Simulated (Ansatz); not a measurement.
`C[Se]P` + `N[SiH3]` → `[SiH3]NP` + `C[SeH]` at 600 K and 1 bar (ligand exchange at a P–Se bond).

Gas-phase electronic energies from Ansatz, PBE0-D4/def2-TZVP geometries. CCSD(T)/CBS is the MP2 limit (def2-TZVPP, def2-QZVPP) plus CCSD(T) − MP2 in def2-TZVPP, frozen cores. This one scheme is used for every species. For Se outer-core shells are correlated without core-valence functions, which leaves a few kJ/mol of doubt a bond. Scalar relativity is left out up to krypton. One conformer a species, not always the lowest.

```tsv
species	CCSD(T)/CBS energy (Eh)	H − E (kJ/mol)	S (J/(mol·K))
`C[Se]P`	-2782.70431	192.9	391.6
`N[SiH3]`	-346.80422	170.6	320.8
`[SiH3]NP`	-688.33766	207.0	392.4
`C[SeH]`	-2441.15625	149.5	312.9
```

H − E and S are ideal-gas, rigid-rotor, harmonic terms from PBE0-D4/def2-TZVP, for one conformer and one mirror image of each species. 1 Eh = 2625.50 kJ/mol, R = 8.31446 J/(mol·K).

Problem. By hand: ΔE, ΔH, ΔS and ΔG.

Solution. ΔE = (-688.33766) + (-2441.15625) − (-2782.70431) − (-346.80422) = 0.01462 Eh = 38.4 kJ/mol. Δ(H − E) = 207.0 + 149.5 − 192.9 − 170.6 = -7.0, so ΔH = 31.4 kJ/mol. ΔS = 392.4 + 312.9 − 391.6 − 320.8 = -7.1 J/(mol·K). ΔG = 31.4 − 600 × (-7.1)/1000 = 35.7 kJ/mol.

Problem. By hand: the equilibrium constant, and the temperature at which ΔG would vanish if ΔH and ΔS stayed fixed.

Solution. log₁₀ K = −ΔG/(RT ln 10) = -3.1. ΔH and −TΔS have one sign here, so there is no such temperature.

The number of gas molecules stays the same, so ΔS is small and ΔH decides. A doubt of 5 kJ/mol in ΔE shifts log₁₀ K by 0.4 here. Other conformers and mirror images would add mixing entropy, several J/(mol·K) or more a flexible species. These are equilibria of isolated gas molecules and say nothing of rates. Largest T1 diagnostic: 0.012 (customary marks: 0.02 for closed shells, 0.045 for open ones).

ΔS is within the doubt of such terms, so its sign, and with it that verdict, could turn.
